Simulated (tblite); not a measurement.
C6H14OSi.
SMILES with atom numbers: `[CH3:1][CH:2]([CH3:3])[C@H:4]1[CH2:5][CH2:6][O:7][SiH2:8]1` (hydrogens: H9, H10, H11 on C1; H12 on C2; H13, H14, H15 on C3; H16 on C4; H17, H18 on C5; H19, H20 on C6; H21, H22 on Si8)

Structure optimised with GFN2-xTB, isolated species.

Question: List the bond lengths, angles and torsions at this level.

Answer: 
```tsv
bond	length (Å)
C1–C2	1.527
C2–C3	1.529
C2–C4	1.529
C4–C5	1.533
C5–C6	1.528
C6–O7	1.410
O7–Si8	1.634
C4–Si8	1.914
C1–H9, C1–H10, C1–H11	1.088
C2–H12	1.096
C3–H13, C3–H14, C3–H15	1.088
C4–H16	1.096
C5–H17	1.093
C5–H18	1.090
C6–H19	1.096
C6–H20	1.094
Si8–H21	1.460
Si8–H22	1.460
```

Bonds in one row agree within 0.01 Å and their mean is given. A selection of angles:
```tsv
angle	degrees
C2–C1–H9	110.3
C2–C1–H10	110.6
H9–C1–H10	108.3
H10–C1–H11	108.7
C1–C2–C3	109.7
C1–C2–C4	110.3
C1–C2–H12	108.4
C3–C2–C4	111.5
C3–C2–H12	108.4
C4–C2–H12	108.5
C2–C3–H13	110.2
C2–C3–H14	111.1
H13–C3–H14	108.5
H13–C3–H15	108.3
C2–C4–C5	113.6
C2–C4–Si8	116.9
C2–C4–H16	107.8
C5–C4–Si8	100.4
C5–C4–H16	108.3
Si8–C4–H16	109.4
C4–C5–C6	107.2
C4–C5–H17	109.0
C4–C5–H18	113.1
C6–C5–H17	108.7
C6–C5–H18	110.2
H17–C5–H18	108.6
C5–C6–O7	109.4
C5–C6–H19	110.5
C5–C6–H20	112.1
O7–C6–H19	108.4
O7–C6–H20	107.9
H19–C6–H20	108.5
C6–O7–Si8	114.3
O7–Si8–H21	108.5
O7–Si8–H22	110.2
C4–Si8–O7	95.1
C4–Si8–H21	114.3
C4–Si8–H22	113.6
H21–Si8–H22	113.5
```

Dihedral angles: C1–C2–C4–C5 -178° (antiperiplanar); C2–C4–C5–C6 160° (antiperiplanar); C4–C5–C6–O7 -39° (synclinal); C5–C6–O7–Si8 24° (synperiplanar); C6–O7–Si8–C4 -2° (synperiplanar); C2–C4–Si8–O7 -143° (anticlinal).

Si8 (oxygen-bound silicon) has angles from 95.1° to 114.3°. Of the pairs four or more bonds apart, Si8···H10 is among the closest relative to their van der Waals radii: 2.87 Å, 87 % of the sum of Bondi's values. The 5-membered ring C4–C5–C6–O7–Si8 has internal angles of 95.1° to 114.3° (sum 526°, against 540° for a flat polygon); it is puckered, 0.16 Å rms from its mean plane, widest ring torsion 39°.

Point group: C1 (no symmetry element, even within 0.4 Å). Its GFN2-xTB frequencies are all real (lowest 75 cm⁻¹). The numbers are those of one conformer. 3 starts were optimised and ended at 0.00, 0.74 and 1.67 kcal/mol (GFN2-xTB); the lowest of these is shown.

These are computed values.
